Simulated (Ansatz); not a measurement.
Input and output for `B[Se]C=C`.

```yaml
crystal:
  periodic: [false, false, false]
  atoms:
    - {symbol: B, position_ang: [0.188942, 2.068726, -0.728498]}
    - {symbol: Se, position_ang: [-0.125046, 0.288504, -1.276447]}
    - {symbol: C, position_ang: [-0.021116, -0.640185, 0.378599]}
    - {symbol: C, position_ang: [-0.187624, -1.949275, 0.477804]}
    - {symbol: H, position_ang: [0.381059, 2.314551, 0.421873]}
    - {symbol: H, position_ang: [0.181020, 2.895758, -1.584868]}
    - {symbol: H, position_ang: [0.186063, -0.009023, 1.235891]}
    - {symbol: H, position_ang: [-0.120160, -2.440599, 1.442015]}
    - {symbol: H, position_ang: [-0.394739, -2.574856, -0.383470]}
basis:
  gaussian: {orbitals: cc-pVTZ}
total_charge: -1
magnetization: {spin_polarized: false, initial_magnetization: 1}
hamiltonian: {xc: {name: r2SCAN0}}
output: {forces: true}
```

```sh
$ ansatz run in.yaml --threads 2 --pin off --events-out ev --progress --plain --max-ram 4352MiB
```

Shortened log:

```
Functional definition: r2SCAN0
1277 factors; their error is unknown
mean field evaluation 1: about -68174.7238 eV, gradient 4.2e1 eV
mean field evaluation 2: about -68167.4281 eV, gradient 5.8e1 eV
mean field evaluation 4: about -68179.5681 eV, gradient 6.2e0 eV
mean field evaluation 8: about -68179.7655 eV, gradient 2.5e-1 eV
mean field evaluation 16: about -68180.1166 eV, gradient 4.8e-3 eV
mean field -68180.11663686 eV, -2505.5730722615 hartree, gradient 9.7e-6 eV, S^2 0.750000; 2 other end points of the search recorded, 0 dependent functions left out
reference -68180.11664749 eV, -2505.5730726525 hartree; 29, 28 occupied and 174, 175 virtual orbitals, 1277 factors
Total energy: -68180.11664749 eV, -2505.5730726525 hartree
Atom 0 at     0.188942     2.068726    -0.728498 Å, force     0.293988     1.809091     0.375028 eV/Å
Atom 1 at    -0.125046     0.288504    -1.276447 Å, force    -0.200515    -1.717121     0.206171 eV/Å
Atom 2 at    -0.021116    -0.640185     0.378599 Å, force    -0.057787     0.559067    -0.970697 eV/Å
Atom 3 at    -0.187624    -1.949275     0.477804 Å, force    -0.044159    -0.797062     0.470302 eV/Å
Atom 4 at     0.381059     2.314551     0.421873 Å, force     0.020850    -0.012092     0.163918 eV/Å
Atom 5 at     0.181020     2.895758    -1.584868 Å, force    -0.005370     0.108566    -0.148164 eV/Å
Atom 6 at     0.186063    -0.009023     1.235891 Å, force    -0.027335    -0.060395    -0.129361 eV/Å
Atom 7 at    -0.120160    -2.440599     1.442015 Å, force    -0.012656    -0.008605    -0.089352 eV/Å
Atom 8 at    -0.394739    -2.574856    -0.383470 Å, force     0.032984     0.118553     0.122156 eV/Å
Dipole moment:    -0.136998    -1.058164     0.034582 e Å
```

Run time 24 s (2 threads of an Arm Neoverse V2 on a shared host); peak host memory 0.7 GiB.
